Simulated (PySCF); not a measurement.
H5Si2, doublet, geometry from GFN2-xTB. Base run: DF-B3LYP/6-31G** (PySCF).

PySCF was given this input:
```python
from pyscf import gto, scf, dft

mol = gto.M(
    atom='''
Si   -0.006946    0.011026    1.175022
Si    0.005770    0.036761   -1.095389
H    -1.168779   -0.491957    1.911681
H     1.160872   -0.457016    1.925124
H     0.029161   -1.241944   -1.825373
H    -1.190263    0.743133   -1.570000
H     1.185476    0.778766   -1.556291
''',
    basis='6-31g**',
    charge=0,
    spin=1,
    verbose=4,
)

mf = dft.UKS(mol)
mf.xc = 'b3lyp'
mf = mf.density_fit(auxbasis='def2-universal-jkfit')
mf.kernel()
```

The base run was repeated with changes; each row names its change, and settings that it needs were set with it.

```tsv
change	basis functions	E (Eh)	HOMO (eV)	dipole (D)	core-seconds (rough)
base	61	-581.93488	-5.72	0.16	6
basis = 3-21G	36	-578.87345	-5.79	0.18	4
basis = pc-1	61	-581.97356	-5.85	0.03	6
basis = def2-SVPD	[?]	[?]	[?]	0.09	9
basis = 6-311++G**	95	-581.98713	-5.83	0.11	8
basis = aug-cc-pVDZ	99	-581.96487	-5.83	0.10	10
basis = aug-pcseg-1	99	-581.95095	-5.83	0.13	10
basis = 6-311+G(2d,p)	100	-581.99153	-5.83	0.08	10
basis = def2-TZVP	[?]	[?]	-5.83	0.06	9
basis = pcseg-2	[?]	[?]	[?]	[?]	10
basis = cc-pV(T+d)Z	148	-582.00028	-5.83	0.07	10
basis = def2-TZVPP	154	-581.99216	-5.83	0.06	10
basis = aug-cc-pVTZ	[?]	[?]	-5.83	0.09	20
```

### Question
Fill in the missing entries.

### Answer

- basis = def2-SVPD, basis functions: 88
- basis = def2-SVPD, E (Eh): -581.78775
- basis = def2-SVPD, HOMO (eV): -5.81
- basis = def2-TZVP, basis functions: 104
- basis = def2-TZVP, E (Eh): -581.99098
- basis = pcseg-2, basis functions: 138
- basis = pcseg-2, E (Eh): -582.00562
- basis = pcseg-2, HOMO (eV): -5.84
- basis = pcseg-2, dipole (D): 0.04
- basis = aug-cc-pVTZ, basis functions: 215
- basis = aug-cc-pVTZ, E (Eh): -581.99647

Totals compare only among sets that treat the same electrons; sets with core potentials leave the core out.

Open shells are given as the SCF converged; they aren't shown to be the lowest states, and a large step between rows can be another state.
